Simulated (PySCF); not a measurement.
Species: CBrCl3.
Numbering: `[Cl:1][C:2]([Cl:3])([Cl:4])[Br:5]`

Method: MP2 and CCSD/aug-cc-pVDZ in PySCF, restricted Hartree–Fock reference, 25 core orbitals frozen, non-relativistic, gas phase, PBE0-D3(BJ)/def2-SVP geometry.

E(HF) = -3988.73135 Eh.

(1) How large is the problem?

(2) What are the MP2 and CCSD correlation energies?

(3) What is the T1 diagnostic?

Answers

(1) 140 basis functions and 92 electrons; 25 orbitals frozen, which leaves o = 21 correlated occupied and v = 94 virtual orbitals. That is o·v = 1974 singles and o·v(o·v + 1)/2 = 1949325 distinct closed-shell doubles amplitudes before symmetry; the costliest CCSD step grows as o²v⁴ = 3.4 × 10^10.

(2) MP2 -0.7376 Eh and CCSD -0.7732 Eh, which gives totals of -3989.46897 and -3989.50454 Eh. That is 0.501 eV for each correlated electron at CCSD (2030 kJ/mol in all, 0.019 % of the total energy); MP2 gives 95.4 % of the CCSD value.

(3) 0.0097, below the customary warning level of 0.02. It is the norm of the spatial-orbital singles amplitudes over the root of the number of correlated electrons, so the norm is 0.063.

No triples correction and no basis-set extrapolation were made.
